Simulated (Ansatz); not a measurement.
The same atomization along the group C, Si, Sn.

Program: Ansatz. Geometries: PBE0-D4/def2-TZVP. ΔE: electronic, gas phase. CBS: MP2 limit from def2 TZ/QZ plus the TZ coupled-cluster correction, frozen cores. This one scheme is used for every species, atoms too. DFT in def2-TZVPP. Open shells (•) are unrestricted, without spin–orbit coupling. Spin–orbit coupling would lower the free atoms: a little for C, Cl, O, Si; clearly for Br; strongly for Sn. Elements past krypton have def2 core potentials. Bonds to Br, Sn are less sure, by a few kJ/mol each and by 10 to 20 or more in all where they break to atoms, as the def2 sets lack core-valence functions. Scalar relativity is left out up to krypton. Each species was taken in one conformer, which may not be the lowest.

| reaction | PBE0-D4 (eV) | ωB97X-V (eV) |
| --- | --- | --- |
| `OC(Cl)Br` → Br• + C• + Cl• + 2 H• + O• | 20.22 | 20.04 |
| `O[SiH](Cl)Br` → Br• + Si• + Cl• + 2 H• + O• | 20.83 | 21.08 |
| `[OH][SnH]([Cl])[Br]` → Br• + Sn• + Cl• + 2 H• + O• | 17.30 | 17.64 |

(1) Give the CCSD(T)/CBS values in the same order. (An estimate is asked.)

Largest T1 diagnostic: 0.012, for Si•.

Answers

(1) The calculation gave: 20.13, 21.21, 17.88 eV.

For atomizations the MP2-based limit and the directly extrapolated one differ by several kJ/mol either way, and by 10 to 25 for some Ge, Se and Sn compounds, so smaller differences from it don't rank the levels.
